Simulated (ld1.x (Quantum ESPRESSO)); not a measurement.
**How hard is this Ag (Z = 47) PAW potential?**

| Quantity | Value |
| --- | --- |
| Element | Ag |
| Generator | ld1.x (Quantum ESPRESSO) 7.5 |
| Type | PAW |
| Functional | BP86 |
| Relativity | scalar-relativistic |
| Frozen core | [Ar] 3d10 |
| Valence charge | 19 |
| Reference configuration | 4s2 4p6 4d9 5s0 5p0 (charge +2) |
| Partial waves | 4s (bound): rcut 1.20, rcutus 1.25 bohr; 5s (bound, empty): rcut 1.20, rcutus 1.25 bohr; 4p (bound): rcut 1.30, rcutus 1.45 bohr; 5p (bound, empty): rcut 1.30, rcutus 1.45 bohr; 4d (bound): rcut 1.90, rcutus 2.00 bohr; 4d channel at -1.5 Ry: rcut 1.90, rcutus 2.00 bohr |
| Local potential | all-electron potential smoothed inside 1.90 bohr (lloc = -1) |
| Core correction | a·sin(br)/r model core inside 1.20 bohr |
| Augmentation charge | BESSEL, radius 1.30 bohr |

The pseudo-atom Hamiltonian at the reference potential is diagonalised in spherical Bessel functions j_l(qr) that vanish at 20 bohr, with q² up to the cutoff. All-electron valence levels (Ry): 4s -8.6513, 5s -1.5258, 4p -5.9582, 5p -1.0398, 4d -2.1303.

Question: How do the lowest levels (Ry) of each channel move with the cutoff, and are there ghosts?

Answer:

```csv
cutoff (Ry),s #1,s #2,p #1,p #2,d #1,d #2,f #1,f #2,Σ f·Δε (mRy)
8,-7.5584,-1.3378,-4.3890,-0.8174,-1.5433,-0.4478,-0.2876,-0.1608,16885.7
12,-8.1829,-1.4456,-5.2567,-0.9045,-1.9321,-0.4821,-0.2880,-0.1611,6930.9
21,-8.5906,-1.5152,-5.8478,-0.9786,-2.1226,-0.5059,-0.2881,-0.1613,854.0
30,-8.6436,-1.5237,-5.9452,-1.0061,-2.1298,-0.5104,-0.2882,-0.1613,99.1
45,-8.6509,-1.5256,-5.9573,-1.0327,-2.1304,-0.5109,-0.2882,-0.1613,7.1
55,-8.6510,-1.5259,-5.9575,-1.0385,-2.1304,-0.5109,-0.2882,-0.1613,5.4
80,-8.6513,-1.5260,-5.9581,-1.0397,-2.1304,-0.5109,-0.2882,-0.1613,0.8
100,-8.6513,-1.5260,-5.9582,-1.0399,-2.1304,-0.5109,-0.2882,-0.1613,0.3
400,-8.6513,-1.5260,-5.9582,-1.0399,-2.1304,-0.5109,-0.2882,-0.1613,0.0
```

Result: no extra level below or beside the all-electron valence levels (s, p, d, f tested); 10 mRy is reached at 45 Ry and 1 mRy at 80 Ry.
